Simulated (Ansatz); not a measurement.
`C[NH][Ga]([F])[F]` + NH₃ → `[NH2][Ga]([F])[F]` + CH₃NH₂ at 700 K and 1 bar (ligand exchange at a Ga–N bond).

Program: Ansatz. Geometries: PBE0-D4/def2-TZVP. ΔE: electronic, gas phase. CBS: MP2 limit from def2 TZ/QZ plus the TZ coupled-cluster correction, frozen cores. This one scheme is used for every species. For Ga outer-core shells are correlated without core-valence functions, which leaves a few kJ/mol of doubt a bond. Scalar relativity is left out up to krypton. One conformer a species, not always the lowest.

| species | CCSD(T)/CBS energy (Eh) | H − E (kJ/mol) | S (J/(mol·K)) |
| --- | --- | --- | --- |
| `C[NH][Ga]([F])[F]` | -2218.78622 | 225.7 | 463.8 |
| NH₃ | -56.50880 | 116.9 | 226.5 |
| `[NH2][Ga]([F])[F]` | -2179.54122 | 134.6 | 403.9 |
| CH₃NH₂ | -95.75281 | 207.6 | 296.6 |

H − E and S are ideal-gas, rigid-rotor, harmonic terms from PBE0-D4/def2-TZVP, for one conformer and one mirror image of each species. 1 Eh = 2625.50 kJ/mol, R = 8.31446 J/(mol·K).

Problem. By hand: ΔE, ΔH, ΔS and ΔG.

Solution. ΔE = (-2179.54122) + (-95.75281) − (-2218.78622) − (-56.50880) = 0.00099 Eh = 2.6 kJ/mol. Δ(H − E) = 134.6 + 207.6 − 225.7 − 116.9 = -0.4, so ΔH = 2.2 kJ/mol. ΔS = 403.9 + 296.6 − 463.8 − 226.5 = 10.2 J/(mol·K). ΔG = 2.2 − 700 × (10.2)/1000 = -4.9 kJ/mol.

Problem. By hand: the equilibrium constant, and the temperature at which ΔG would vanish if ΔH and ΔS stayed fixed.

Solution. log₁₀ K = −ΔG/(RT ln 10) = 0.4. ΔG = 0 at ΔH/ΔS = 216 K, though so small a ΔH makes that figure unsure.

TΔS isn't small against ΔH here. The sign of ΔG lies within the doubt. A doubt of 5 kJ/mol in ΔE shifts log₁₀ K by 0.4 here. Other conformers and mirror images would add mixing entropy, several J/(mol·K) or more a flexible species. These are equilibria of isolated gas molecules and say nothing of rates. Largest T1 diagnostic: 0.014 (customary marks: 0.02 for closed shells, 0.045 for open ones).
